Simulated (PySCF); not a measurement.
Precursor series Y F-NH2. All species are isolated molecules in the gas phase. One relaxed conformer stands for each flexible species; it need not be the lowest.

The HOMO–LUMO gap from two functionals at the same geometries (r2SCAN-D4/def2-SVP), both in PySCF: PBE-D3(BJ)/def2-TZVP and B3LYP-D3(BJ)/def2-TZVP. B3LYP has the VWN-RPA correlation part, as in Gaussian. 

```
species                                  PBE-D3(BJ)/def2-TZVP (eV)
---------------------------------------  -------------------------
0 of 3 F replaced by NH2 ([Y(F)3])                            5.41
1 of 3 F replaced by NH2 ([Y(F)2(NH2)])                       3.19
2 of 3 F replaced by NH2 ([Y(F)(NH2)2])                       3.17
```

Problem. What does B3LYP-D3(BJ)/def2-TZVP give for each?

Solution. 
- 0 of 3 F replaced by NH2 ([Y(F)3]): 7.45
- 1 of 3 F replaced by NH2 ([Y(F)2(NH2)]): 4.67
- 2 of 3 F replaced by NH2 ([Y(F)(NH2)2]): 4.65
Over these rows, drawn at random from the members with no instability flagged (it was tested for open shells, ions and some series alone), PBE minus B3LYP-D3(BJ): mean -1.67 eV, from -2.04 eV to -1.48 eV.
